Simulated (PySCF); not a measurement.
**A small calculation by hand: refractive index and permittivity of the vapour**

HgI, SMILES [Hg][I] (connectivity only; charge and spin as stated), neutral, multiplicity 2.

Geometry optimised at B3LYP-D3(BJ)/def2-TZVP. The multiplicity is an assumed one; other spin states were not compared. The def2 effective core potentials stand for the cores of Hg, I; spin–orbit coupling is left out.

PySCF with B3LYP/def2-TZVPD gives a mean static polarisability of 79.4 bohr³ and a dipole moment of 2.29 D. Take an ideal gas at 298.15 K and 1 bar, whether or not the substance is that volatile.

Work out n − 1 in the optical limit and the static ε − 1.


Polarisability volume α' = 79.4 × 0.148185 = 11.77 Å³. Number density N = p/kT = 2.43e-5 Å⁻³.
Dilute limit of Lorentz–Lorenz: n − 1 = 2π N α' = 0.0018.
Orientation term of Debye: μ²/(3kT) = 8.098 Å³ × μ²(D²) = 42.47 Å³.
ε − 1 = 4π N (α' + μ²/3kT) = 0.017. Orientation of the dipole supplies 78 % of the static response; it can't follow optical fields. Vibrational polarisation and dispersion are left out.
